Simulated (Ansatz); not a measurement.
Ligand-field states of [Ni(NH3)(H2O)5]2+ (NiNO5H13²⁺) at its r2SCAN-D4/def2-SVP geometry (relaxed as a triplet).

Cartesian coordinates in Å:
```
Ni 0.007 0.000 0.005
N -0.921 -0.183 -1.831
H -0.370 -0.677 -2.542
H -1.151 0.720 -2.259
H -1.805 -0.701 -1.797
O 0.923 0.168 1.863
H 1.303 0.970 2.257
H 1.053 -0.555 2.496
O -0.224 -1.992 0.507
H 0.325 -2.716 0.166
H -1.037 -2.399 0.845
O 0.385 2.023 -0.206
H 1.124 2.422 -0.691
H -0.239 2.741 -0.014
O -1.755 0.447 0.993
H -2.668 0.587 0.697
H -1.754 0.593 1.953
O 1.894 -0.435 -0.721
H 2.649 -0.458 -0.110
H 2.261 -0.555 -1.611
```

CASSCF(8,5) on the Ni 3d shell in def2-SVP, averaged with equal weights over 10 triplets and 15 singlets, then SC-NEVPT2; Ansatz, no spin–orbit coupling. The space holds no ligand orbitals and no second d shell, so covalent complexes are described poorly.

Task: Estimate the states' energies above the lowest.

Result: 
| state | CASSCF (cm⁻¹) | NEVPT2 (cm⁻¹) |
| --- | --- | --- |
| triplet 1 | 0 | 0 |
| triplet 2 | 6195 | 7803 |
| triplet 3 | 6918 | 8895 |
| triplet 4 | 7239 | 9319 |
| triplet 5 | 11665 | 14722 |
| triplet 6 | 11741 | 14722 |
| triplet 7 | 12022 | 15266 |
| triplet 8 | 27504 | 27699 |
| triplet 9 | 27773 | 27944 |
| triplet 10 | 28439 | 28715 |
| singlet 1 | 18457 | 16827 |
| singlet 2 | 18555 | 16984 |
| singlet 3 | 23982 | 24088 |
| singlet 4 | 24734 | 25159 |
| singlet 5 | 24876 | 25387 |
| singlet 6 | 29445 | 28596 |
| singlet 7 | 30907 | 30922 |
| singlet 8 | 31620 | 31832 |
| singlet 9 | 32553 | 32911 |
| singlet 10 | 35617 | 37207 |
| singlet 11 | 36169 | 37880 |
| singlet 12 | 36386 | 38028 |
| singlet 13 | 36559 | 38149 |
| singlet 14 | 36911 | 38611 |
| singlet 15 | 70692 | 66779 |
The lowest NEVPT2 state is a triplet. Hardware: 2 threads of AMD EPYC 7R13 on a shared host and a share (18 GiB) of an NVIDIA H100 80GB HBM3. Wall time 69 s, peak host memory 1.3 GiB.
